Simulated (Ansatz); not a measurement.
C₂HCl₃Ti (`C#[C][Ti]([Cl])([Cl])[Cl]`). The species carries charge 0 and has multiplicity 1. All single points use the PBE0-D4/def2-TZVP geometry.

```xyz
7

C    -1.606   -1.396   -0.072
C    -0.689   -0.599   -0.031
Ti    0.812    0.706    0.036
Cl    1.827    0.423    1.927
Cl   -0.048    2.686   -0.115
Cl    2.116    0.276   -1.637
H    -2.411   -2.095   -0.108
```

Task: What is the dipole moment at ωB97M-V/def2-TZVPP? (An estimate is asked.)

Result: Ansatz gave: 1.47 D, with components (-1.11, -0.97, -0.05) D in this frame, pointing from negative to positive charge.

Task: And with PBE, r2SCAN, B3LYP? (Best estimate.)

Result: Ansatz gave: PBE 1.56 D, r2SCAN 1.69 D, B3LYP 1.59 D.

Task: Give the Mulliken charges with ωB97M-V, B3LYP, r2SCAN in def2-TZVPP. (Best estimate.)

Result: Ansatz gave: 
| atom | ωB97M-V | B3LYP | r2SCAN |
| --- | --- | --- | --- |
| C1 | -0.20 | -0.19 | -0.27 |
| C2 | -0.30 | -0.33 | -0.26 |
| Ti3 | 0.67 | 0.82 | 0.86 |
| Cl4 | -0.14 | -0.18 | -0.18 |
| Cl5 | -0.14 | -0.18 | -0.18 |
| Cl6 | -0.14 | -0.18 | -0.18 |
| H7 | 0.23 | 0.25 | 0.22 |

B3LYP here is the variant with VWN-RPA as its local correlation; programs differ in this.
